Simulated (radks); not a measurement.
The numbers below are computed, except where a source is named.
Q: Coulomb parameter of the 4d shell of the rhodium ion Rh3+ in the model configuration [Kr] 4d4.5 5s1.5, as a second difference U = [E(n + 0.5) + E(n - 0.5) - 2 E(n)] / (0.5)^2 with all orbitals relaxed. "Bare": the charge of the atom changes with n. "Screened": the 5s shell takes up the change at fixed total charge, which measures U(4d,4d) + U(5s,5s) - 2 U(4d,5s). Level of theory: Dirac Kohn-Sham, LDA (Slater exchange, Perdew-Wang correlation), spin-unpolarised, spherical densities, finite nucleus; open shells are shared between the two j in proportion to 2j + 1; Fermi nuclear charge, rms radius 4.4945 fm (a radial shooting solver on a logarithmic mesh with Libxc functionals). Estimate both.

A: U(bare) = 14.964 eV, U(screened by 5s) = 2.287 eV.
